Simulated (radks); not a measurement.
Excited configurations of Mg IV: one electron is placed in a higher orbital outside [He] 2s2 2p4. The ground configuration is [He] 2s2 2p5. Calculated with a radial shooting solver on a logarithmic mesh with Libxc functionals: non-relativistic Kohn-Sham, PBE, spin-polarised, spherical densities, point nucleus; open shells are filled with parallel spins first. Excitation = E - E(ground); binding = E(ion) - E, where the ion is the core of charge +4; n* = 4/sqrt(2 binding) in atomic units, and the quantum defect is n - n*.

outer orbital	excitation (eV)	binding (eV)	quantum defect	eigenvalue (eV)	<r> (bohr)
3s	67.504	42.189	0.728	-37.319	1.990
3p	74.462	35.231	0.514	-30.721	2.145
4p	91.326	18.367	0.557	-16.318	4.325
5d	99.946	9.747	0.274	-8.686	7.835
6s	101.48	8.213	0.852	-7.443	10.20

The Delta-SCF ionisation energy is 109.69 eV (NIST Atomic Spectra Database: 109.27 eV, semi-empirical). Self-interaction in the functional shifts the binding energies and quantum defects, so they are the method's values and not measured ones. Open shells are spherical and high-spin; term and fine-structure splittings are not resolved.
